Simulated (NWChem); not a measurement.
System: CH5BOS; SMILES CB(O)S

```xyz
9

B     -0.0932    -0.4145    -0.0040
C      1.1538    -1.3853    -0.0009
H      1.0901    -2.1107    -0.8240
H      1.1842    -1.9673     0.9313
H      2.1131    -0.8668    -0.0921
O     -1.3862    -0.8565     0.0001
H     -1.4376    -1.8245    -0.0005
S      0.1718     1.3958    -0.0024
H     -1.1288     1.7608     0.0090
```
Atoms are numbered in this order, from 1.

Computed with NWChem. Geometry: optimised at B3LYP/6-31G* (spherical d). B3LYP is NWChem's, with the RPA form of VWN correlation. Atomic charges in e: unrestrained fits to the electrostatic potential beside Mulliken populations; buried atoms are poorly determined by the fit.

**Question.** Estimate the computed values for B3LYP/def2-SVP. Quantities: ESP B1; Mulliken B1; ESP C2; Mulliken C2; ESP O6; Mulliken O6; ESP S8; Mulliken S8; relative RMS misfit of the potential (%).

**Answer.** 
```
Property                                  Result
----------------------------------------  ------
ESP B1                                      0.47
Mulliken B1                                -0.08
ESP C2                                     -0.23
Mulliken C2                                -0.06
ESP O6                                     -0.63
Mulliken O6                                -0.11
ESP S8                                     -0.38
Mulliken S8                                -0.09
relative RMS misfit of the potential (%)      29
```
